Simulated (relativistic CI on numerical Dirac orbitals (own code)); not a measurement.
# Re4+: N6,7 absorption edge

Computed with this model: Dirac-Coulomb-Breit CI, orbitals from a KLI potential per configuration, a model potential for QED, valence Slater integrals scaled by 0.7, multiplet model of core-to-valence dipole absorption; configurations [Xe] 4f14 5d3 → [Xe] 4f13 5d4; 300 K; Lorentzian 0.3 eV and Gaussian 0.3 eV FWHM. Energies are those of the free ion, without screening or charge transfer. The branching ratio is the share of the lower-energy edge in the whole absorption, uncertain by about 0.02 where the edges overlap. S is read from ⟨S²⟩ = S(S + 1).

Field parameters in Wybourne normalisation: Oh B⁴₀ = 21Dq, B⁴₄ = √(5/14) B⁴₀; Td as Oh with Dq negative (B⁴₀ = 21Dq, B⁴₄ = √(5/14) B⁴₀). The field is a parameter set, without covalency.

free ion: ground-state S = 1.38, centroid 44.40 eV. Peaks (eV, height): 41.9 (7), 42.9 (31), 44.4 (100), 45.9 (38).

Td, 10Dq = -9150 cm⁻¹: ground-state S = 1.29, centroid 44.56 eV. Peaks (eV, height): 43.5 (52), 44.5 (100), 45.6 (50).

Oh, 10Dq = 25850 cm⁻¹: ground-state S = 1.46, centroid 45.21 eV. Peaks (eV, height): 41.9 (28), 42.5 (33), 43.6 (43), 44.9 (100), 46.4 (95), 47.5 (40).

Strongest unbroadened transitions for Td, 10Dq = -9150 cm⁻¹:

```
Energy (eV)  Relative strength
      42.86               31.8
      42.92               30.6
      43.39               33.2
      43.43               36.6
      43.68               30.7
      43.84               40.0
      44.38               35.5
      44.40              100.0
      44.41               43.1
      44.44               27.5
      44.48               48.8
      44.59               52.1
      44.68               26.0
      44.76               39.2
      44.77               33.5
      45.57               24.2
      45.62               26.1
      45.64               31.5
```
